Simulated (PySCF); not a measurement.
**How methods differ on the ionisation energy of Fe**

Fe [Ar] 3d6 4s2 (5D) → Fe⁺ [Ar] 3d6 4s1 (6D), as a difference of total energies. Computed with PySCF 2.14 in aug-cc-pVDZ (7s6p4d2f, 59 functions), with no relativity, point nucleus. Correlated levels: valence: [Ar] frozen. The calculations carry no spin-orbit coupling.

```tsv
method	ionisation energy (eV)	difference from reference (eV)
UHF	6.369	-1.535
TPSS	7.533	-0.371
PBE	7.722	-0.182
MP2 (valence)	7.394	-0.510
SCS-MP2 (valence)	7.566	-0.338
```

Reference: 7.904 eV (measured; NIST levels, between the centres of gravity of the two terms).

These non-relativistic numbers lack the scalar-relativistic shift.

Errors of the correlated levels include the incompleteness of this basis and the frozen core.

MP2 underrates the near-degeneracy of ns² with np² in the lower species.
